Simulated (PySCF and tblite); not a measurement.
Values are calculated unless marked as measured or tabulated.
Stationary points of C5H10SiSn at PBE0-D3(BJ)/def2-SVP, in Å:

Structure A

```
 1 Si   -1.088   -2.883   -0.105
 2 C    -0.197   -1.242   -0.169
 3 C    -0.689   -0.030    0.352
 4 C     0.217    1.017    0.074
 5 Sn    0.202    2.982    0.906
 6 C     1.329    0.382   -0.691
 7 C     1.032   -0.988   -0.804
 8 H    -1.651   -3.264   -1.439
 9 H    -0.159   -3.974    0.321
10 H    -2.216   -2.796    0.871
11 H    -1.642    0.097    0.867
12 H     0.363    1.054   -1.232
13 H     0.960    4.050   -0.200
14 H    -1.425    3.441    1.166
15 H     1.063    2.980    2.384
16 H     2.252    0.892   -0.969
17 H     1.649   -1.716   -1.332
```

Structure B

```
 1 Si   -0.476   -2.494    0.502
 2 C     0.162   -0.866   -0.145
 3 C    -0.559    0.304   -0.203
 4 C     0.311    1.385   -0.689
 5 Sn    0.785    2.478    1.181
 6 C     1.586    0.725   -1.015
 7 C     1.493   -0.590   -0.655
 8 H    -0.319   -3.578   -0.517
 9 H     0.264   -2.925    1.731
10 H    -1.925   -2.351    0.841
11 H    -1.604    0.436    0.082
12 H    -0.098    2.152   -1.363
13 H     1.923    3.708    0.805
14 H    -0.654    3.203    1.774
15 H     1.422    1.328    2.269
16 H     2.452    1.225   -1.449
17 H     2.297   -1.325   -0.729
```

Structure C

```
 1 Si   -0.720   -2.712    0.014
 2 C     0.138   -1.057   -0.100
 3 C    -0.184    0.156    0.669
 4 C     0.646    1.174    0.331
 5 Sn    0.600    3.135    1.151
 6 C     1.593    0.664   -0.718
 7 C     1.182   -0.758   -0.915
 8 H    -0.075   -3.665   -0.937
 9 H    -0.628   -3.265    1.402
10 H    -2.171   -2.585   -0.325
11 H    -0.987    0.210    1.408
12 H     1.526    1.243   -1.658
13 H     0.315    4.294   -0.083
14 H    -0.661    3.194    2.308
15 H     2.100    3.504    1.899
16 H     2.650    0.744   -0.400
17 H     1.667   -1.439   -1.618
```

Geometries: PBE0-D3(BJ)/def2-SVP; energies: B3LYP/pcSseg-1 (def2-TZVP on Sn) + D3(BJ); zero-point and thermal terms from GFN2-xTB harmonic modes (soft modes blended into free rotors).

**Question.** Which structure is a saddle point, and along which motion?

**Answer.** A: one imaginary mode (1127i cm⁻¹ at GFN2-xTB, mostly on H12, C6, C4), along the shift of hydrogen on C4 from C4 to C6.

**Question.** Give their symmetry and energies above the lowest.

**Answer.** A C1, 33.6 kcal/mol; B C1, 0.0 kcal/mol; C Cs, 5.6 kcal/mol.

Tunnelling of the moving H, left out here, will speed the real process. Spin–orbit effects of heavy atoms on shieldings are missing.
